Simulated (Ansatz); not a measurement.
Steps of a relaxation of `C[Si@H]1N[C@@H]1[GaH2]` with RKS PBE0-D4/def2-TZVP.

```sh
$ ansatz run in.yaml --threads 2 --pin off --events-out ev --progress --plain --max-ram 22528MiB --backend cuda --devices 0, --max-vram 18GiB
```

```yaml
crystal:
  periodic: [false, false, false]
  atoms:
    - {symbol: C, position_ang: [-1.870670, 0.841400, 1.230690]}
    - {symbol: Si, position_ang: [-0.474670, 0.711410, -0.041930]}
    - {symbol: N, position_ang: [1.046660, 0.021810, 0.472520]}
    - {symbol: C, position_ang: [0.299300, -0.953370, -0.409840]}
    - {symbol: Ga, position_ang: [1.775120, -1.020860, -1.756860]}
    - {symbol: H, position_ang: [-2.824620, 0.990240, 0.736220]}
    - {symbol: H, position_ang: [-1.948040, -0.050100, 1.845840]}
    - {symbol: H, position_ang: [-1.706640, 1.689830, 1.887460]}
    - {symbol: H, position_ang: [-0.241690, 1.823310, -0.957010]}
    - {symbol: H, position_ang: [1.216850, -0.280570, 1.424200]}
    - {symbol: H, position_ang: [-0.117150, -1.819050, 0.107010]}
    - {symbol: H, position_ang: [2.026030, -2.083070, -2.934930]}
    - {symbol: H, position_ang: [2.819510, 0.129020, -1.603360]}
basis:
  gaussian: {orbitals: def2-TZVP}
hamiltonian: {xc: pbe0, dispersion: d4}
relax: {f_tol: 0.005, max_steps: 150}
```

Positions (Å) and forces (eV/Å) along the path, 11 of 15 steps:

```xyz
13
step=1 energy=-63935.7823 eV
C    -1.871    0.841    1.231    0.366    0.064   -0.641
Si   -0.475    0.711   -0.042    0.608   -1.226    0.906
N     1.047    0.022    0.473   -0.373    0.668    1.099
C     0.299   -0.953   -0.410    0.654    0.459   -0.609
Ga    1.775   -1.021   -1.757   -0.533   -0.515   -0.445
H    -2.825    0.990    0.736   -0.270    0.041   -0.116
H    -1.948   -0.050    1.846    0.134   -0.220   -0.010
H    -1.707    1.690    1.887    0.089    0.227    0.113
H    -0.242    1.823   -0.957   -0.276    0.363   -0.239
H     1.217   -0.281    1.424   -0.145    0.037    0.006
H    -0.117   -1.819    0.107   -0.155   -0.028   -0.248
H     2.026   -2.083   -2.935   -0.130    0.014    0.266
H     2.820    0.129   -1.603    0.030    0.116   -0.081
13
step=2 energy=-63936.0872 eV
C    -1.867    0.841    1.202    0.104   -0.103   -0.406
Si   -0.423    0.709    0.010    0.561   -0.560    0.478
N     1.056    0.043    0.647   -0.416    0.175   -0.023
C     0.418   -0.899   -0.390    0.028    0.052    0.142
Ga    1.762   -1.018   -1.837   -0.123   -0.245    0.114
H    -2.824    0.955    0.691   -0.032    0.008   -0.019
H    -1.909   -0.056    1.822    0.001   -0.043    0.028
H    -1.727    1.705    1.853    0.037    0.042    0.008
H    -0.268    1.837   -0.927   -0.055    0.165    0.021
H     1.125   -0.306    1.599   -0.150   -0.030   -0.253
H    -0.097   -1.796   -0.004    0.207    0.321   -0.122
H     1.956   -2.170   -2.924   -0.181    0.155    0.188
H     2.798    0.155   -1.743    0.019    0.065   -0.156
13
step=3 energy=-63936.1878 eV
C    -1.871    0.810    1.147    0.043   -0.079   -0.160
Si   -0.357    0.723    0.059    0.214   -0.146    0.189
N     1.090    0.060    0.745   -0.275    0.041   -0.107
C     0.491   -0.866   -0.338    0.082   -0.118    0.220
Ga    1.758   -1.023   -1.825   -0.055    0.131   -0.022
H    -2.806    0.919    0.588    0.096   -0.006    0.015
H    -1.928   -0.095    1.756   -0.044    0.030    0.008
H    -1.771    1.672    1.815   -0.039   -0.040   -0.020
H    -0.214    1.892   -0.845    0.045    0.002    0.095
H     1.101   -0.325    1.686   -0.094    0.024   -0.250
H    -0.045   -1.759    0.019    0.140    0.245   -0.031
H     1.781   -2.198   -2.889   -0.046    0.088    0.131
H     2.771    0.190   -1.916   -0.069   -0.171   -0.069
13
step=6 energy=-63936.2631 eV rejected
C    -1.875    0.728    1.045   -0.129   -0.068   -0.159
Si   -0.249    0.763    0.164    0.215    0.076    0.088
N     1.172    0.138    0.911    0.137    0.119   -0.015
C     0.693   -0.793   -0.184   -0.263   -0.139    0.197
Ga    1.663   -0.984   -1.852    0.168    0.017    0.114
H    -2.676    0.812    0.307   -0.125   -0.023    0.032
H    -1.991   -0.217    1.575   -0.056   -0.027    0.065
H    -1.989    1.553    1.751    0.082    0.002    0.004
H    -0.071    1.965   -0.677    0.038    0.064   -0.014
H     1.133   -0.258    1.845    0.013    0.003   -0.220
H     0.118   -1.651    0.174    0.004   -0.084   -0.073
H     1.265   -2.101   -2.888   -0.066    0.049    0.031
H     2.806    0.044   -2.170   -0.017    0.010   -0.050
13
step=7 energy=-63936.2765 eV
C    -1.885    0.736    1.045   -0.021    0.006   -0.006
Si   -0.253    0.761    0.157   -0.001    0.043    0.001
N     1.173    0.125    0.882   -0.011   -0.005   -0.027
C     0.652   -0.809   -0.202    0.041   -0.008    0.024
Ga    1.688   -0.987   -1.833   -0.029   -0.020   -0.023
H    -2.717    0.837    0.344    0.008   -0.008    0.006
H    -2.008   -0.200    1.595   -0.004   -0.001   -0.002
H    -1.945    1.565    1.756   -0.002   -0.019   -0.022
H    -0.057    1.972   -0.673    0.000    0.003    0.006
H     1.141   -0.283    1.807    0.018   -0.001    0.024
H     0.093   -1.678    0.152    0.000   -0.008   -0.002
H     1.354   -2.143   -2.851   -0.012    0.032    0.016
H     2.764    0.103   -2.177    0.012   -0.012    0.004
13
step=8 energy=-63936.2809 eV
C    -1.886    0.722    1.030   -0.025    0.008   -0.024
Si   -0.240    0.768    0.169    0.010    0.002   -0.006
N     1.187    0.139    0.897   -0.008   -0.015    0.016
C     0.677   -0.801   -0.180   -0.009   -0.010    0.012
Ga    1.674   -0.986   -1.833    0.004    0.006   -0.004
H    -2.703    0.813    0.310    0.010   -0.006    0.013
H    -2.010   -0.216    1.574    0.002   -0.004    0.007
H    -1.975    1.550    1.740    0.004   -0.012   -0.013
H    -0.046    1.979   -0.659    0.001    0.012   -0.002
H     1.159   -0.263    1.825    0.024    0.012   -0.018
H     0.112   -1.666    0.176    0.001   -0.007   -0.004
H     1.265   -2.105   -2.865   -0.011    0.031    0.024
H     2.788    0.065   -2.183   -0.002   -0.017    0.000
13
step=9 energy=-63936.2813 eV
C    -1.890    0.705    1.009    0.086   -0.059    0.043
Si   -0.233    0.769    0.171    0.050   -0.031   -0.013
N     1.200    0.151    0.901   -0.082   -0.007    0.026
C     0.691   -0.804   -0.160    0.063    0.072   -0.004
Ga    1.675   -0.980   -1.817   -0.076    0.024   -0.043
H    -2.700    0.770    0.282   -0.052   -0.007   -0.068
H    -2.000   -0.226    1.568   -0.005    0.007   -0.008
H    -2.000    1.540    1.703   -0.021    0.061    0.055
H    -0.044    1.986   -0.652    0.003   -0.026   -0.004
H     1.198   -0.236    1.834   -0.001    0.001    0.027
H     0.123   -1.667    0.198    0.004    0.020    0.010
H     1.141   -2.020   -2.868    0.023   -0.039   -0.043
H     2.840    0.010   -2.168    0.008   -0.018    0.020
13
step=10 energy=-63936.2816 eV
C    -1.885    0.708    1.002   -0.024    0.019   -0.018
Si   -0.220    0.764    0.179   -0.063   -0.012    0.123
N     1.196    0.140    0.923    0.063    0.026   -0.108
C     0.701   -0.808   -0.145    0.007   -0.037    0.005
Ga    1.647   -0.969   -1.824    0.056   -0.016   -0.029
H    -2.683    0.749    0.255   -0.007    0.000    0.000
H    -2.005   -0.212    1.578    0.020   -0.005    0.001
H    -2.018    1.560    1.674    0.007   -0.005   -0.003
H    -0.026    1.975   -0.650    0.022    0.009   -0.005
H     1.228   -0.254    1.851   -0.058    0.011    0.035
H     0.128   -1.670    0.206   -0.022   -0.001    0.013
H     1.138   -2.022   -2.879   -0.003    0.012    0.000
H     2.798    0.039   -2.169    0.001   -0.002   -0.015
13
step=12 energy=-63936.2837 eV
C    -1.889    0.706    1.009    0.004   -0.001    0.000
Si   -0.228    0.770    0.177    0.005   -0.007   -0.010
N     1.199    0.150    0.911    0.010   -0.003    0.011
C     0.699   -0.800   -0.156   -0.007    0.007    0.005
Ga    1.662   -0.977   -1.827   -0.013    0.011    0.001
H    -2.693    0.759    0.271   -0.001   -0.003    0.000
H    -2.000   -0.222    1.573    0.000    0.000    0.001
H    -2.012    1.547    1.696   -0.002    0.003    0.000
H    -0.034    1.982   -0.649   -0.002    0.000    0.000
H     1.199   -0.241    1.844   -0.004    0.000   -0.005
H     0.127   -1.661    0.200    0.001    0.000    0.000
H     1.142   -2.026   -2.880    0.008    0.001   -0.001
H     2.828    0.014   -2.171    0.002   -0.008   -0.003
13
step=14 energy=-63936.2838 eV
C    -1.887    0.706    1.011    0.003    0.000    0.001
Si   -0.227    0.772    0.179   -0.001   -0.007   -0.010
N     1.199    0.148    0.913    0.001   -0.002    0.001
C     0.697   -0.798   -0.158   -0.006    0.002   -0.006
Ga    1.661   -0.975   -1.828   -0.003    0.002    0.002
H    -2.692    0.736    0.272   -0.001    0.001   -0.001
H    -1.989   -0.213    1.591    0.001    0.000    0.001
H    -2.021    1.558    1.683   -0.002    0.001    0.002
H    -0.033    1.984   -0.647    0.002    0.007    0.002
H     1.193   -0.247    1.844    0.001    0.000    0.004
H     0.121   -1.658    0.195    0.007   -0.003    0.005
H     1.141   -2.020   -2.885    0.000    0.000    0.000
H     2.836    0.007   -2.170    0.000   -0.001    0.001
13
step=15 energy=-63936.2839 eV
C    -1.887    0.706    1.011    0.001    0.001   -0.001
Si   -0.227    0.771    0.178   -0.002    0.000    0.001
N     1.199    0.148    0.912    0.002    0.000   -0.001
C     0.697   -0.798   -0.158   -0.002   -0.002    0.000
Ga    1.661   -0.975   -1.828    0.001    0.001    0.000
H    -2.692    0.737    0.272    0.000    0.000    0.000
H    -1.989   -0.214    1.591    0.000    0.000    0.000
H    -2.020    1.557    1.683    0.000    0.000    0.000
H    -0.032    1.985   -0.646    0.001    0.001   -0.001
H     1.193   -0.246    1.843    0.000    0.000    0.001
H     0.123   -1.659    0.196    0.001    0.000    0.000
H     1.141   -2.020   -2.885    0.000    0.000    0.000
H     2.836    0.006   -2.170    0.000    0.000    0.000
```

Hardware: 2 threads of an AMD EPYC 7R13 on a shared host and a share of an NVIDIA H100 80 GB. Wall time 30 s, peak host memory 0.87 GiB.
